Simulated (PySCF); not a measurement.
Al(H)(NCO)(OMe) (C2H4AlNO2), SMILES C[O][AlH][N]=C=O.

The structure is a stationary point at PBE-D3(BJ)/def2-SVP. The structure was generated by enumeration; whether it is a known compound was not checked. Other conformers were not sampled.

Method: PBE-D3(BJ)/def2-SVP (PySCF).

Frequencies are harmonic and unscaled.

**Question.** Give all harmonic wavenumbers and intensities. (Estimate from the structure and the level; the computed values follow.)

**Answer.** 
```csv
mode,ν (cm⁻¹),IR (km/mol),moving atoms (share of kinetic energy)
1,50,1.2,"C 33 %, O 33 %, H 14 %, N 12 %, Al 8 %"
2,84,0.2,"H 79 %, N 11 %, O 10 %"
3,104,1.6,"N 40 %, O 31 %, H 25 %"
4,110,4.8,"N 43 %, C 23 %, O 20 %, H 14 %"
5,163,9.8,"O 41 %, H 22 %, Al 15 %, N 13 %"
6,288,30.6,"O 51 %, N 19 %, Al 19 %"
7,461,129.9,"H 77 %, Al 18 %"
8,535,59.6,"Al 47 %, O 26 %, C 14 %"
9,593,21.7,"C 72 %, O 15 %, N 14 %"
10,605,21.7,"C 72 %, N 14 %, O 14 %"
11,637,90.9,H 85 %
12,740,205.7,"Al 50 %, O 18 %, C 17 %, H 14 %"
13,1140,40.9,"H 67 %, C 22 %, O 10 %"
14,1146,0.0,"H 76 %, C 19 %"
15,1204,264.8,"O 55 %, C 32 %, H 10 %"
16,1421,1.4,H 97 %
17,1424,0.7,H 95 %
18,1429,26.0,"H 87 %, C 9 %"
19,1455,26.1,"N 54 %, O 39 %"
20,1978,117.7,H 96 %
21,2376,1190.0,"C 70 %, N 18 %, O 12 %"
22,2916,92.5,H 97 %
23,2994,44.1,"H 90 %, C 10 %"
24,3004,33.5,"H 90 %, C 10 %"
```
